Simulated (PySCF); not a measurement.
System (SMILES): F[SiH] (F-SiH) (closed-shell singlet).
Geometry (B3LYP-D3(BJ)/def2-TZVP, fixed):
```
Si
F 1 1.6199
H 1 1.5380 2 96.45
```
Charge 0, spin multiplicity 1.

Basis-set convergence of the lowest singlet excitation energy at PBE0 with PySCF. Tamm-Dancoff approximation; the state is taken by its order, and sets in which it differs in degeneracy or brightness are left out, yet its character can still change. All functions are spherical. Density fitting with generated auxiliary sets. In sets without p functions on hydrogen, species with hydrogen take exact integrals. No added dispersion term, no relativity. Reference: the value in aug-pcseg-3, 3.068 eV, itself unsure by roughly 0.004 eV (its mean distance from aug-cc-pV(Q+d)Z, aug-pcseg-2, aug-cc-pV(T+d)Z). Deviations are taken from unrounded values. Cost is core time over that of cc-pV(D+d)Z, rough, on shared machines of one kind; a dash marks a row that isn't timed (too short, read off another run, short of memory, by another algorithm or on other hardware).

| basis | functions | lowest singlet excitation energy (eV) | minus reference (eV) | cost |
|---|---|---|---|---|
| STO-3G | 15 | 3.723 | 0.655 | - |
| 3-21G | 24 | 2.976 | -0.091 | - |
| 6-31G | 24 | 2.967 | -0.100 | - |
| pcseg-0 | 24 | 2.974 | -0.094 | - |
| 6-31G* | 34 | 3.135 | 0.067 | - |
| def2-SV(P) | 34 | 3.135 | 0.068 | - |
| 6-31G** | 37 | 3.122 | 0.054 | 0.7× |
| cc-pV(D+d)Z | 42 | 3.105 | 0.037 | 1× |
| def2-SVPD | 55 | 3.078 | 0.011 | 2× |
| 6-311+G** | 58 | 3.079 | 0.012 | 2× |
| 6-311++G(2d,2p) | 72 | 3.072 | 0.004 | 2× |
| def2-TZVP | 74 | 3.088 | 0.020 | 2× |
| pcseg-2 | 78 | 3.085 | 0.018 | 2× |
| cc-pV(T+d)Z | 83 | 3.096 | 0.029 | 3× |
| def2-TZVPD | 92 | 3.077 | 0.009 | 5× |
| def2-TZVPPD | 105 | 3.075 | 0.007 | 6× |
| cc-pV(Q+d)Z | 149 | 3.079 | 0.012 | 10× |
| aug-cc-pV(Q+d)Z | 215 | 3.069 | 0.002 | 30× |
